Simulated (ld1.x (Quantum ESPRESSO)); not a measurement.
# Scattering properties, RRKJ potential for lutetium (Lu)

* Element: Lu (Z = 71)
* Generator: ld1.x (Quantum ESPRESSO) 7.5
* Type: norm-conserving RRKJ (Kleinman–Bylander form)
* Functional: PBE
* Relativity: scalar-relativistic
* Frozen core: [Kr] 4d10
* Valence charge: 25
* Reference configuration: 4f14 5s2 5p6 5d1 6s2 6p0
* Partial waves: 5p (bound): rc 2.40 bohr; 5d (bound): rc 2.25 bohr; 4f (bound): rc 0.95 bohr; 5s (bound): rc 1.45 bohr
* Local potential: the s channel
* Core correction: none

Occupied shells without a wave of their own: 6s. They enter only through the test configuration that unscreens the potential.

The phase is arctan(r·u′/u) with u = r·R(r), unwrapped; energies in Ry, scanned from -6 to 5 Ry. A pole is an energy at which the radial function vanishes at the test radius. The pseudo phase is shifted by a multiple of π to meet the all-electron one at the reference energy, and phase errors are pseudo minus all-electron; the curves can meet again beyond the range given. Levels narrower than the energy grid can be missing from the lists of poles.

Question: For each channel, where are the poles, and over which energies does the pseudopotential scatter like the atom?

Answer:

| channel | radius (bohr) | reference energy (Ry) | poles, all-electron | poles, pseudo | unbroken range about the reference energy with phases within 0.05 rad | phase error 1 Ry above the reference energy (rad) |
| --- | --- | --- | --- | --- | --- | --- |
| s | 2.60 | -4.49 | -4.43, 3.14 | -4.43, 2.76 | below -0.5 | -0.000 |
| p | 2.60 | -2.33 | -2.13, 4.89 | -2.13, 4.62 | below 0.8 | -0.001 |
| d | 2.60 | -0.13 | 0.89 | 0.90 | the whole range | +0.000 |
| f | 2.60 | -0.71 | -0.68, 4.37 | -0.68, 4.52 | below 2.0 | +0.001 |

Phases in the s channel:

```tsv
E (Ry)	all-electron	pseudo
-6.00	1.388	1.388
-5.48	1.371	1.371
-4.96	1.332	1.332
-4.44	-1.555	-1.556
-3.92	-1.752	-1.752
-3.40	-1.787	-1.788
-2.88	-1.819	-1.820
-2.36	-1.858	-1.860
-1.84	-1.913	-1.916
-1.32	-2.001	-2.008
-0.80	-2.168	-2.190
-0.28	-2.577	-2.660
0.24	-3.523	-3.679
0.76	-4.195	-4.273
1.28	-4.448	-4.494
1.80	-4.568	-4.602
2.32	-4.639	-4.670
2.84	-4.689	-4.719
3.36	-4.728	-4.761
3.88	-4.762	-4.803
4.40	-4.795	-4.849
4.92	-4.830	-4.912
```
